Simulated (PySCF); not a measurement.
## Calculated data, CH9NSi2

Calculation on a computer-drawn molecule: the log of a Hartree-Fock and frozen-core CCSD(T) single point meant for a local Hartree-Fock minimum, with one planted fault or none, to be diagnosed. Offsets are logged minus clean, where the clean run is the same molecule without the fault. The reference is restricted for singlets and unrestricted otherwise, and also for a bond in bohr or an excited solution. Adding or removing an electron swaps singlet and doublet. The excited solution moves the top pair (singlet) or top alpha electron (doublet) to the lowest empty orbital. Highest occupied and lowest empty are orbital energies over both spins, largest force is the largest gradient component, triples share is (T) over the correlation energy, the T1 limit is 0.02 restricted and 0.045 unrestricted, electrons count all cores, a negative frequency is imaginary (commonest isotopes), and the dipole is about the centre of nuclear charge. Program: PySCF 2.14.0.

```yaml
- formula: CH9NSi2
  logged_structure:
    atoms_angstrom:
      - ["N", -2.0756, 1.5081, -3.7217]
      - [Si, -0.836, 0.8244, -2.4961]
      - [C, -1.3617, 0.9658, -0.5206]
      - [Si, -0.0414, 0.2347, 0.8607]
      - [H, -3.0205, 0.987, -3.8721]
      - [H, -2.2341, 2.5847, -3.776]
      - [H, -0.6248, -0.7311, -2.8507]
      - [H, 0.5395, 1.6319, -2.7101]
      - [H, -1.5602, 2.1129, -0.2642]
      - [H, -2.4007, 0.4022, -0.3659]
      - [H, -0.6169, 0.429, 2.3529]
      - [H, 1.3707, 1.0035, 0.762]
      - [H, 0.2198, -1.3371, 0.623]
  given:
    meant_charge: 0
    meant_multiplicity: 1
    meant_basis: "cc-pV(D+d)Z"
    logged_electrons: 50
    logged_basis_functions: 119
    logged_SCF_converged: "yes"
    logged_spin_squared: 0.0
    "logged_highest_occupied [eV]": -10.243
    "logged_lowest_empty [eV]": 3.601
    "logged_largest_force [hartree/bohr]": 0.063778
    logged_T1_diagnostic: 0.011819
    logged_D1_diagnostic: 0.033533
    logged_triples_share: 0.028782
    logged_CC_converged: "yes"
    "logged_dipole_magnitude [debye]": 1.7902
    logged_SCF_stable_within_its_kind: "yes"
    "logged_energy_HF [hartree]": -675.39608
    "logged_energy_CCSD(T) [hartree]": -676.01936
    possible_faults: "no fault, one electron removed, one electron added, multiplicity raised by two, geometry at a saddle point, SCF held on an excited solution, minimal basis STO-3G, one bond length entered in bohr, all coordinates scaled"
    drawn_bonds_atom: [1, 2, 3, 1, 1, 2, 2, 3, 3, 4, 4, 4]
    drawn_bonds_other_atom: [2, 3, 4, 5, 6, 7, 8, 9, 10, 11, 12, 13]
    drawn_bonds_order: [1, 1, 1, 1, 1, 1, 1, 1, 1, 1, 1, 1]
  results:
    planted_fault: "all coordinates scaled, by +8.6 %"
    "HF_energy_offset_from_clean_run [kcal/mol]": 45.48
    "CCSD(T)_energy_offset_from_clean_run [kcal/mol]": 34.76
```
